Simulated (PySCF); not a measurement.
C5H6ClNS.
Structure used (GFN2-xTB), in Å, numbered top down from 1:
```xyz
14
C5H6ClNS angstrom
C     -1.8534   -0.3885    0.6293
C     -1.1068    0.1231   -0.6038
C      0.3591    0.2058   -0.3332
C      1.0407    1.3021    0.0964
S      2.7101    0.9465    0.3337
C      2.3502   -0.6940   -0.1755
Cl     3.5618   -1.8694   -0.2537
N      1.1252   -0.9104   -0.4768
H     -1.4813   -1.3704    0.9094
H     -1.7111    0.2886    1.4686
H     -2.9170   -0.4649    0.4193
H     -1.2638   -0.5662   -1.4338
H     -1.4810    1.1089   -0.8833
H      0.6667    2.2882    0.2811
```

Definitions: NICS(0) = −σiso at the ring centroid; NICS(1) = −σiso and NICS(1)zz = −σzz at ±1 Å along the ring normal z. Level: GIAO PBE0/pcSseg-1 (PySCF, non-relativistic, gas phase) on the GFN2-xTB geometry, one conformer.

Ring bond lengths (Å), with Mayer bond orders in brackets: C3–C4 1.361 (1.51), C4–S5 1.723 (1.17), S5–C6 1.755 (1.08), C6–N8 1.280 (1.67), N8–C3 1.361 (1.24).

Question: Give the NICS values of each ring in ppm.

Answer: 
| ring | type | NICS(0) | NICS(1), two faces | NICS(1)zz, two faces | rms pucker (Å) | centre to ring atoms, mean (Å) |
| --- | --- | --- | --- | --- | --- | --- |
| C3–C4–S5–C6–N8 | 5-membered ring with N and S; formal bonds all aromatic | -11.8 | -10.7 / -10.7 | -23.0 / -23.8 | 0.00 | 1.26 |

Question: What can be read from them?

Answer: 
- C3–C4–S5–C6–N8: mean NICS(1)zz -23.4 ppm, shielded. The ring is flat and has no four-coordinate atom; by the NICS criterion it is aromatic.

Question: What does the geometric index give? Use HOMA with the parameters of Krygowski (1993).

Answer: 
- C3–C4–S5–C6–N8: HOMA 0.74; the largest term is that of S5–C6, α(R − Ropt)² = 0.57. The geometric and the magnetic index point the same way.

Question: How shielded are the nuclei of the rings and their hydrogens (means over atoms taken as equivalent)?

Answer: 
| atoms | environment | σ isotropic (ppm) |
| --- | --- | --- |
| C3 | substituted aromatic carbon | 25.1 |
| C4 | aromatic CH next to a ring sulfur | 63.9 |
| S5 | thiophene-type sulfur | 207.9 |
| C6 | aromatic C–Cl carbon | 23.3 |
| N8 | pyridine-type nitrogen | -87.3 |
| H14 | aromatic hydrogen | 25.09 |
